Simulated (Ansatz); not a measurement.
Ansatz (a first-principles code) input:

Ansatz 0.2 input:
```yaml
crystal:
  periodic: [false, false, false]
  atoms:
    - {symbol: B, position_ang: [0.28570015, 0.19057272, 0.06916759]}
    - {symbol: O, position_ang: [1.33550249, -0.31549716, 0.55432085]}
    - {symbol: O, position_ang: [-0.96176337, -0.16160720, -0.30839998]}
    - {symbol: H, position_ang: [0.46619599, 1.39653939, -0.11610702]}
    - {symbol: H, position_ang: [-1.15814249, -1.09153061, -0.18792097]}
basis:
  gaussian:
    orbitals: def2-TZVP
hamiltonian:
  xc: b3lyp
  dispersion: d3bj
magnetization: {spin_polarized: true, initial_magnetization: 1}
relax: {f_tol: 0.002, max_steps: 150}
```

Task: What final total energy does it print?

Result: -176.60721 Eh (B3LYP-D3(BJ)/def2-TZVP). The basis has 105 functions.

It need not be the lowest isomer of its formula.
